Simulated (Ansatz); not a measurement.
Job for Ansatz (an electronic-structure program): R-B2PLYP/def2-TZVPPD on H5NSi (SMILES N[SiH3]). Files ending in .json are basis or fitting sets from the Basis Set Exchange.

Ansatz 0.2 input:
```yaml
crystal:
  periodic: [false, false, false]
  atoms:
    - {symbol: N, position_ang: [0.90593369, -0.37906247, 0.20636349]}
    - {symbol: Si, position_ang: [-0.65187875, 0.32617678, -0.00569598]}
    - {symbol: H, position_ang: [1.67970761, -0.06614599, -0.35850819]}
    - {symbol: H, position_ang: [1.21718695, -0.64689002, 1.12679644]}
    - {symbol: H, position_ang: [-0.84033118, 1.67411415, 0.59908351]}
    - {symbol: H, position_ang: [-0.88567940, 0.45438891, -1.46268560]}
    - {symbol: H, position_ang: [-1.66176559, -0.56852935, 0.60476032]}
basis:
  gaussian:
    orbitals: def2-TZVPPD.json
hamiltonian:
  xc: {name: B2PLYP}
magnetization: {spin_polarized: false}
correlation: {electrons: outside_noble_gas}
scf: {lower_state_search: off}
```

Program output:

```
WARN ansatz: RAYON_NUM_THREADS=1 ignored (pool sized by the plan → 1); use --threads N
Functional definition: B2PLYP
these checks for a lower state are left out or cut short: stability, starts, cluster_reference, orbital_swaps, neighbouring_geometries, increment
integrals: 0.21 GiB planned
949 factors; integrals over basis functions are off by at most 1.1e-3 eV
mean field: 0.62 GiB planned
mean field evaluation 1: about -9438.8925 eV, gradient 4.7e1 eV
mean field evaluation 2: about -9438.8931 eV, gradient 4.7e1 eV
mean field evaluation 4: about -9442.8626 eV, gradient 2.7e0 eV
mean field evaluation 8: about -9442.8798 eV, gradient 1.0e-1 eV
mean field evaluation 16: about -9442.8799 eV, gradient 4.8e-6 eV
mean field -9442.87986024 eV, -347.0194342499 hartree, gradient 4.8e-6 eV, S^2 0.000000; 0 other end points of the search recorded, 0 dependent functions left out
6 core orbitals not correlated
reference -9442.88000850 eV, -347.0194396984 hartree; 7, 7 occupied and 157, 157 virtual orbitals, 949 factors
second order -11.64857578 eV of doubles, -0.00000000 eV of singles
Total energy: -9446.02512396 eV, -347.1350205597 hartree
Checks for a lower state left out: stability, starts, cluster_reference, orbital_swaps, neighbouring_geometries, increment
```

The calculation finished and met its thresholds.

Cost: about 2.3 core-seconds (a rough figure).
